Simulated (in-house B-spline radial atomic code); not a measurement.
Atomic self-consistent-field run: the scandium ion Sc⁸⁺. Method: scalar-relativistic (X2C) LC-wPBE, spin-polarised, spherical fractional occupations, Fermi nucleus of rms radius 3.5459 fm. Calculated with a B-spline radial code for spherical atoms.

Command:
```bash
python run_scf.py task.json out
```
Settings (nuclear radius in fm, mass in u):
```
Z                21
configuration    [Ne] 3s2 3p1
hamiltonian      x2c
method           lc_wpbe
spin_polarised   True
nucleus          fermi
rms_radius       3.5459
atomic_mass      44.95591
speed_of_light   137.035999084
```

Output (hartree, bohr):
```
 radial grid: 64 intervals, B-splines of order 8, outer radius 7.931 bohr

 iter        energy (Eh)    residual
    1        -734.273921    1.09e+00
    2        -740.810355    2.87e-01
    3        -741.180671    1.09e-01
    4        -741.235462    4.07e-02
    5        -741.244046    1.06e-02
    6        -741.244623    1.86e-04
    7        -741.244623    8.77e-06
    8        -741.244623    7.69e-08

 total energy                      -741.24462
 kinetic                             748.1502
 electron-nucleus                  -1681.1485
 Hartree                             225.9371
 exact exchange                       -2.7326
 exchange-correlation                -31.4508

 orbital      occ     eigenvalue          <r>       <r^2>       <1/r>     <1/r^2>     <1/r^3>       r_max
 1s up      1.000      -168.1585     0.072762   0.0071335     20.9665     922.097           -     0.04751
 1s down    1.000      -168.1416    0.0727567  0.00713243     20.9677     922.188           -     0.04751
 2s up      1.000       -23.7297     0.340957     0.13745     4.35315     82.8108           -      0.2824
 2s down    1.000       -23.7126     0.340814    0.137288     4.35352     82.7995           -      0.2825
 2p up      3.000       -20.6091      0.30463    0.114378     4.23317     24.7973     228.641       0.231
 2p down    3.000       -20.5865      0.30457    0.114286     4.23285     24.7906     228.541      0.2311
 3s up      1.000        -7.2999     0.945031     1.01518     1.50759     15.0687           -      0.8651
 3s down    1.000        -7.1860     0.946221     1.01882     1.50762     15.0893           -      0.8635
 3p up      1.000        -6.1620      0.96504     1.07178     1.42217     4.44208      37.873      0.8738
```

Run time, properties included: 0.38 s on 1 thread of Arm Neoverse V1 (shared host).

Caution: exact exchange at fractional occupations of open shells leaves self-interaction of up to several eV.
